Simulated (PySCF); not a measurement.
A GIAO shielding run with PySCF 2.14 (density fitting, non-relativistic, gas phase) on SMILES [C@H]1(COC)C[SiH2]C=C1[SiH3], C₆H₁₄OSi₂:

```
$ OMP_NUM_THREADS=1 python probes_run.py task.json out

{"job": {"kind": "nmr", "xc": "PBE0", "basis": "pcSseg-1"}, "charge": 0, "multiplicity": 1}
C      2.559882     1.196457     1.103793
O      1.363234     1.206727     0.374972
C      1.182975     0.073994    -0.441128
C     -0.246310     0.107735    -0.982448
C     -0.527724    -1.099970    -1.889087
Si    -1.531039    -2.333926    -0.838994
C     -1.848734    -1.010482     0.445913
C     -1.160316     0.110767     0.215379
Si    -1.122493     1.610403     1.357860
H      2.574507     2.109866     1.694932
H      3.429215     1.178818     0.434696
H      2.613808     0.327276     1.771680
H      1.918167     0.080485    -1.261756
H      1.328701    -0.848997     0.143166
H     -0.359887     1.050087    -1.529320
H      0.401811    -1.509602    -2.280313
H     -1.110324    -0.776675    -2.750806
H     -0.720765    -3.459812    -0.353843
H     -2.714189    -2.850410    -1.532084
H     -2.495298    -1.096680     1.305639
H     -0.296300     1.350433     2.538202
H     -2.506598     1.784597     1.834643
H     -0.737075     2.825895     0.648979
```

Hardware: 1 thread of an AMD EPYC, shared host. The job also computes population analyses, field gradients, ring-centre shieldings.

(1) How large is the calculation?

(2) How long does it take, and how much memory does it need?

Answers

(1) 86 electrons, 237 basis functions and 1273 auxiliary functions.

(2) 100 s of wall time, with 14 SCF cycles and 5 response iterations; peak memory 1.1 GiB. Times on a shared host scatter by some tens of per cent.
